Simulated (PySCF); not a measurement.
PySCF input file for Al(OH)(PH2)2 (AlH5OP2), SMILES [PH2][Al]([OH])[PH2], C-PCM-M06-2X/def2-SVP. The structure is a stationary point at B3LYP-D3(BJ)/def2-SVP. The structure was generated by enumeration; whether it is a known compound was not checked. Other conformers were not sampled.

```python
import numpy as np
from pyscf import gto, scf, dft
from pyscf.solvent import pcm

mol = gto.M(
    atom='''
    Al    0.32802061   -0.18926812   -0.10701762
    O     1.77303635   -0.90988383   -0.66101958
    H     2.48086043   -1.30486660   -0.14460700
    P    -0.12659061    0.05427582    2.18146597
    H     0.27234410   -1.28582372    2.48812532
    H    -1.50577389   -0.28540387    2.01382023
    P    -0.98066169    0.78652981   -1.77445475
    H    -2.20828610    0.37012656   -1.16883441
    H    -0.87891869   -0.36656042   -2.61428671
    ''',
    basis='def2-SVP',
    charge=0,
    spin=0,
    max_memory=1600,
    verbose=3,
)
mf = dft.RKS(mol, xc='m06-2x').density_fit(auxbasis='def2-universal-jkfit')
mf.grids.level = 4
mf.conv_tol = 1e-9
mf.max_cycle = 100
mf.kernel()
res = {}
for name, eps in {'water': 78.355, 'ethylethanoate': 5.9867, 'acetonitrile': 35.688}.items():
    s = mf.PCM()
    s.with_solvent.method, s.with_solvent.eps, s.with_solvent.lebedev_order = 'C-PCM', eps, 29
    s.kernel(mf.make_rdm1())
    res[name] = (s.e_tot, eps, s.dip_moment(), s.mo_energy, s.converged)
    print(f'{name}: electrostatic solvation free energy {(s.e_tot - mf.e_tot) * 627.509474:.3f} kcal/mol')
```

Output:

```
converged SCF energy = -1003.00167516932

WARN: PCM is an experimental feature. It is still in testing.
Features and APIs may be changed in the future.

converged SCF energy = -1003.01419071542
Dipole moment(X, Y, Z, Debye):  0.30038, -2.65736,  1.11451
water: electrostatic solvation free energy -7.854 kcal/mol

WARN: PCM is an experimental feature. It is still in testing.
Features and APIs may be changed in the future.

converged SCF energy = -1003.01193545658
Dipole moment(X, Y, Z, Debye):  0.30383, -2.49424,  1.06733
ethylethanoate: electrostatic solvation free energy -6.438 kcal/mol

WARN: PCM is an experimental feature. It is still in testing.
Features and APIs may be changed in the future.

converged SCF energy = -1003.01396124853
Dipole moment(X, Y, Z, Debye):  0.30088, -2.64030,  1.10964
acetonitrile: electrostatic solvation free energy -7.710 kcal/mol
```

The calculation finished and met its thresholds.

Cost: about 2.4 core-minutes (a rough figure).
